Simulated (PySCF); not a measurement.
A side-by-side comparison of computed properties.

First species: SnMeF3, CH3F3Sn.
SMILES: `[CH3][Sn]([F])([F])[F]`

Second species: Au(PF3)F (singlet state).
Bonds: Au1–P2, Au1–F6, P2–F3, P2–F4, P2–F5.

Levels: CAM-B3LYP/def2-SVPD for dipole moment, HOMO energy, LUMO energy, HOMO–LUMO gap and static isotropic polarisability; TDDFT CAM-B3LYP/def2-SVPD for lowest singlet excitation; TDA CAM-B3LYP/def2-SVPD for lowest triplet excitation (Tamm–Dancoff); ΔSCF CAM-B3LYP/def2-SVPD for vertical ionisation energy. Geometries: PBE0-D3(BJ)/def2-SVP. Each structure is a single optimised conformer of the isolated species (atoms past krypton carry core potentials, spin–orbit coupling is left out); the electronic structure was computed with PySCF and density fitting.

Q: Which of the two has the higher HOMO energy, and by how much?

A: The second: -10.52 eV against -11.80 eV, a difference of 1.28 eV.

Q: Which of the two has the higher vertical ionisation energy, and by how much?

A: The first: 12.81 eV against 11.52 eV, a difference of 1.29 eV.

Q: Which has the higher dipole moment?

A: The first: 5.04 D against 4.28 D, a difference of 0.76 D.

Q: Which of the two has the higher S1 energy, and by how much?

A: The first: 7.48 eV against 6.03 eV, a difference of 1.45 eV.

Q: Which of the two has the higher HOMO–LUMO gap, and by how much?

A: The first: 10.56 eV against 9.69 eV, a difference of 0.87 eV.

Q: Which has the higher LUMO energy?

A: The second: -0.83 eV against -1.24 eV, a difference of 0.41 eV.

Q: Which has the higher T1 energy?

A: The first: 6.00 eV against 5.45 eV, a difference of 0.55 eV.

Q: Which has the higher static isotropic polarisability?

A: The second: 52.7 au against 47.3 au, a difference of 5.4 au.

On the first: In atomic units the dipole is 1.98 e·bohr (1 au = 2.5417 D). S1 lies 3.08 eV below the HOMO–LUMO gap; its leading configuration is HOMO→LUMO, weight 0.91. Atoms past krypton carry effective core potentials; spin–orbit coupling is left out.

On the second: Point group C3v permits a dipole; with 4.28 D the species has a pure rotational spectrum. The ΔSCF ionisation energy exceeds −ε(HOMO) by 1.00 eV with CAM-B3LYP. Atoms past krypton carry effective core potentials; spin–orbit coupling is left out.
